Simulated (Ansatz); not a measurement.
A run on `C=C[CH2][In]([F])[Cl]` with other settings.

```yaml
crystal:
  periodic: [false, false, false]
  atoms:
    - {symbol: C, position_ang: [-1.292474, 0.147391, -1.140779]}
    - {symbol: C, position_ang: [-0.545424, -0.884571, -0.775677]}
    - {symbol: C, position_ang: [0.552969, -0.894802, 0.233396]}
    - {symbol: In, position_ang: [0.946978, 0.987713, 1.168320]}
    - {symbol: F, position_ang: [-0.031626, 2.630199, 0.780858]}
    - {symbol: Cl, position_ang: [2.554643, 1.454338, 2.772222]}
    - {symbol: H, position_ang: [-2.067202, 0.032461, -1.889709]}
    - {symbol: H, position_ang: [-1.168178, 1.141471, -0.716278]}
    - {symbol: H, position_ang: [-0.730881, -1.849735, -1.247880]}
    - {symbol: H, position_ang: [0.346169, -1.600899, 1.044182]}
    - {symbol: H, position_ang: [1.500427, -1.220564, -0.207954]}
basis:
  gaussian: {orbitals: x2c-TZVPPall, fitting: {mean_field: cc-pVTZ-jkfit}}
total_charge: 1
magnetization: {spin_polarized: true, initial_magnetization: 1}
hamiltonian: {xc: {name: LC-wPBE}}
output: {forces: true}
```

```sh
$ ansatz run in.yaml --threads 2 --pin off --events-out ev --progress --plain --max-ram 32768MiB --backend cuda --devices 0, --max-vram 18GiB
```

Shortened log:

```
Functional definition: LC-wPBE
Error: <dir> the basis set cc-pVTZ-JKFIT has no functions for In
```

It took 1.3 s on 2 threads of an AMD EPYC 7R13 on a shared host and a share of an NVIDIA H100 80 GB, with 0.71 GiB of host memory at the peak.
